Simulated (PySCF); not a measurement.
**Exercise with solution: chemical shift, span and skew from a shielding tensor**

Mg(OH)(SMe) (CH₄MgOS), SMILES C[S][Mg][OH]. Atoms are numbered in the order given.

```xyz
8

Mg     0.1302    -1.0377     0.0000
O     -0.2989    -2.7437     0.0000
H     -0.4406    -3.6839     0.0000
S      0.6775     1.1985     0.0000
C     -0.9541     2.0335     0.0000
H     -1.5439     1.7970    -0.8969
H     -0.7592     3.1148     0.0000
H     -1.5439     1.7970     0.8969
```

The structure is a stationary point at PBE0-D3(BJ)/def2-SVP. The values are those of a single conformer.

GIAO shieldings from PySCF with B3LYP/pcSseg-1, non-relativistic, no solvent. The symmetric part of the tensor of C5 has the principal values 157.9, 161.6, 185.0 ppm. The same nucleus in TMS has σ = 181.3 ppm at this level (PySCF, at its B3LYP-D3(BJ)/def2-TZVP geometry).

Q: Work out the isotropic shielding, the ¹³C shift against TMS, the span and the skew.

A: 
σ(iso) = (σ11 + σ22 + σ33)/3 = 168.2 ppm. δ = σ(ref) − σ(iso) = 181.3 − (168.2) = 13.1 ppm.
Span Ω = σ33 − σ11 = 27.1 ppm. Skew κ = 3(σ(iso) − σ22)/Ω = 0.73. Tumbling in solution averages the tensor to δ; in a static solid the shielding alone would spread this spin-1/2 line over Ω.
